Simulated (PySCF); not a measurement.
C2H5BCl2. Atoms are numbered in the order given.

```xyz
10

B     -0.1109     0.1794     0.0000
Cl     1.6221    -0.1390     0.0000
Cl    -0.6360     1.8650     0.0000
C     -1.1715    -0.9708     0.0000
C     -0.6588    -2.4125     0.0000
H     -1.8325    -0.7859    -0.8692
H     -1.8325    -0.7859     0.8692
H     -0.0361    -2.6160     0.8850
H     -0.0361    -2.6160    -0.8850
H     -1.4898    -3.1347     0.0000
```

Geometry optimised at B3LYP-D3(BJ)/def2-SVP. Other conformers were not sampled.

These are CAM-B3LYP/def2-TZVP (PySCF) values and carry that method's errors.

Symmetry labels are those of the subgroup Cs that the program uses (full group Cs).

### Question
List the valence orbital energies around the gap with their symmetry. (An estimate is asked for; the answer gives what the named calculation found.)

### Answer

| orbital | symmetry | energy (eV) |
|---|---|---|
| HOMO−7 | A' | -13.46 |
| HOMO−6 | A' | -12.18 |
| HOMO−5 | A" | -12.10 |
| HOMO−4 | A' | -11.61 |
| HOMO−3 | A" | -11.33 |
| HOMO−2 | A" | -10.74 |
| HOMO−1 | A' | -10.36 |
| HOMO | A' | -10.29 |
| LUMO | A" | -0.05 |
| LUMO+1 | A' | 1.49 |
| LUMO+2 | A' | 2.76 |
| LUMO+3 | A' | 3.03 |
